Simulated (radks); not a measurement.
Q: Pd16+, 30 electrons, occupied as [Ar] 3d10 4s2 (the NIST ground configuration). All-electron calculation, scalar-relativistic Kohn-Sham, r2SCAN, spin-polarised, spherical densities, finite nucleus; meta-GGA in the generalised Kohn-Sham scheme; Fermi nuclear charge, rms radius 4.5318 fm. Program: a radial shooting solver on a logarithmic mesh with Libxc functionals. Some entries of the table are withheld. Estimate them.

orbital  occ.  eigenvalue (eV)  r(max) (bohr)  <r^2> (bohr^2)
1s          2        -24624.71        0.02066        0.001372
2s          2              (1)            (2)         0.02250
2p          6        -3583.006        0.09336         0.01773
3s          2        -1030.966         0.3396          0.1606
3p          6        -908.2276         0.3326          0.1615
3d         10        -715.2174            (3)          0.1449
4s          2        -418.9903         0.7915          0.7638
4p          0        -376.8990         0.8199             (4)
4d          0        -311.9169            (5)          0.9138
5s          0        -215.8377          1.453           2.282

A: 
(1) 2s eigenvalue (eV): -3951.741
(2) 2s r(max) (bohr): 0.1167
(3) 3d r(max) (bohr): 0.2798
(4) 4p <r^2> (bohr^2): 0.8247
(5) 4d r(max) (bohr): 0.8537
